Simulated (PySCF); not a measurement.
# Energy of Ir (iridium, neutral) between two integer charges

The 6s beta orbital of [Xe] 4f14 5d7 6s2 is emptied in steps (occupation f), with all orbitals relaxed, ending at [Xe] 4f14 5d7 6s1. Computed with PySCF 2.14 in def2-TZVP with the def2 core potential (60 electrons), with scalar relativity through the core potential. The exact energy is a straight line in f; departures are measured from the line between the end points of the same method.

```tsv
f	UHF (eV)	LDA (eV)	PBE (eV)
1	0.000	0.000	0.000
0.8	0.041	-0.532	-0.520
0.6	0.060	-0.801	-0.787
0.4	0.058	-0.804	-0.793
0.2	0.037	-0.538	-0.533
0	0.000	0.000	0.000
```

| method | E(f=0) − E(f=1) (eV) | −ε at f=1 (eV) | −ε at f=0.4 (eV) |
| --- | --- | --- | --- |
| UHF | 7.025 | 7.293 | 6.968 |
| LDA | 9.338 | 6.030 | 9.993 |
| PBE | 8.903 | 5.673 | 9.529 |

Orbital energy along the path (eV):

```tsv
f	UHF	LDA	PBE
1	-7.293	-6.030	-5.673
0.8	-7.173	-7.331	-6.933
0.6	-7.065	-8.654	-8.217
0.4	-6.968	-9.993	-9.529
0.2	-6.879	-11.347	-10.881
0	-6.798	-12.711	-12.246
```

Reference removal energy between the ground levels: 8.967 eV (measured; NIST Atomic Spectra Database, ionization energies). The calculation has no spin-orbit coupling. UHF lacks correlation.
